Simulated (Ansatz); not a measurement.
Reactions of `C=C(C)Cl`.

Computed with Ansatz on PBE0-D4/def2-TZVP structures; ΔE is electronic, products minus reactants. CBS: MP2 limit from def2 TZ/QZ plus the TZ coupled-cluster correction, frozen cores. This one scheme is used for every species. DFT in def2-TZVPP. B3LYP here is the variant with VWN-RPA as its local correlation; programs differ in this. Elements past krypton have def2 core potentials. For I, Sn outer-core shells are correlated without core-valence functions, which leaves a few kJ/mol of doubt a bond. Each species was taken in one conformer, which may not be the lowest.

```json
{"reaction": "`C=C(C)Cl` + HI → `C=C(Cl)I` + CH₄", "CCSD(T)/CBS(def2) (eV)": "0.24"}
{"reaction": "`C=C(C)Cl` + CH₄ → `C=C(C)C` + HCl", "CCSD(T)/CBS(def2) (eV)": "-0.13"}
{"reaction": "`C=C(C)Cl` + `CNCS` → `CNCSC` + `C=CCl`", "CCSD(T)/CBS(def2) (eV)": "0.17"}
{"reaction": "`C=C(C)Cl` + `N=[CH][SnH3]` → `C[C](=N)[SnH3]` + `C=CCl`", "CCSD(T)/CBS(def2) (eV)": "?"}
```

Question: Fill in the missing values. (An estimate is asked.)

Answer: Computed: `C=C(C)Cl` + `N=[CH][SnH3]` → `C[C](=N)[SnH3]` + `C=CCl`: -0.10 eV.

Largest T1 diagnostic: 0.014, for `C[C](=N)[SnH3]`.
